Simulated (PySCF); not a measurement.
# NMR problem set

Computed data (PySCF 2.14.0 with density-fitted response routines): shieldings: GIAO PBE0/pcSseg-1, coordinates at the GFN2-xTB level. One computed conformer, no relativistic terms, no solvent, fast rotation and ring inversion assumed for equivalent nuclei.

References, each an isolated molecule treated in the same way: $^{1}$H (σref 31.72), $^{13}$C (σref 186.93) against TMS. Where no couplings were computed, multiplicities follow the n + 1 count of equivalent neighbours, and m marks all less simple cases (inequivalent or close neighbours, rings, F or P nearby). Shifts are as computed. Against solution values, carbons near 30 ppm lie about +3 ppm off and those near 130 ppm about +5 ppm; carbons on Cl a further +6 ppm. Of 1211 compounds with measured shifts, 218 miss one by over three times the rms of a fit or turn the order of signals round; such compounds aren't used in these exercises. Carbons bonded to Cl come out too deshielded.

**Question.** C₉H₄. $^{1}$H NMR (300 MHz, computed): δ 3.49 (s, 2H), 1.28 (s, 2H). $^{13}$C{$^{1}$H} NMR (computed): δ 75.5 (C), 73.8 (C), 73.4 (CH), 73.2 (C), 12.9 (CH2). What is it?

**Answer.** `C#CC#CCC#CC#C`. The formula gives 8 degrees of unsaturation (no ring in the answer). 5 carbon signals for 9 carbons: some carbons are equivalent by symmetry or fast rotation. Carbon types of the structure: 6 × C, 2 × CH, 1 × CH2, which accounts for all hydrogens. δC 75.5, 73.8, 73.2: alkyne carbon; sp carbons lie upfield of alkene carbons because the cylindrical π system leaves one tensor component strongly shielded. δC 73.4: terminal alkyne carbon; the triple bond shields along its axis, which puts it between sp3 and sp2 carbons. δC 12.9: propargylic sp3 CH2; aliphatic region, no heteroatom directly attached. δH 1.28: hydrogen on a terminal alkyne carbon; it lies on the axis of the triple bond, in its shielding cone.

The data come from this structure; uniqueness wasn't tested.

**Question.** C₅H₁₀OSi. $^{1}$H NMR (400 MHz, computed): δ 4.79 (t, 2H), 3.76 (s, 3H), 2.01 (t, 2H), 1.91 (s, 3H). $^{13}$C{$^{1}$H} NMR (computed): δ 80.2 (C), 78.9 (C), 53.9 (CH3), 5.1 (CH2), 4.9 (CH3). Give a structure.

**Answer.** `CC#CC[SiH2]OC`. The formula gives 2 degrees of unsaturation (no ring in the answer). 5 carbon signals for 5 carbons: no two carbons are equivalent. Carbon types of the structure: 2 × C, 1 × CH2, 2 × CH3, leaving 2 H on heteroatoms. δC 80.2, 78.9: alkyne carbon; the triple bond shields along its axis, which puts it between sp3 and sp2 carbons. δC 53.9: methyl carbon bonded to O; the inductive effect lowers its shielding. δC 5.1: propargylic sp3 CH2 bonded to Si; an electropositive neighbour leaves it electron-rich and shielded. δH 3.76: hydrogen on a methyl carbon bonded to O; its carbon carries O, hence the downfield position.

The data come from this structure; uniqueness wasn't tested.

**Question.** C₅H₇ClN₂Si. $^{1}$H NMR (300 MHz, computed): δ 7.77 (s, 1H), 6.62 (m, 1H), 6.09 (m, 1H), 5.44 (m, 1H), 4.94 (s, 3H). $^{13}$C{$^{1}$H} NMR (computed): δ 143.4 (C), 139.9 (C), 135.0 (CH), 131.0 (CH), 116.9 (CH2). Give a structure.

**Answer.** SMILES C=Cc1cnc(Cl)n1[SiH3]. Rings plus π bonds: 4 (1 ring in the answer). 5 carbon signals for 5 carbons: no two carbons are equivalent. Carbon types of the structure: 2 × C, 2 × CH, 1 × CH2, leaving 3 H on heteroatoms. δC 143.4: aromatic carbon bearing chlorine. δC 139.9: substituted aromatic carbon next to a ring nitrogen. δC 131.0: alkene CH; the olefinic region. δC 116.9: terminal =CH2 carbon; an sp2 carbon of a C=C bond.

The data come from this structure; uniqueness wasn't tested.
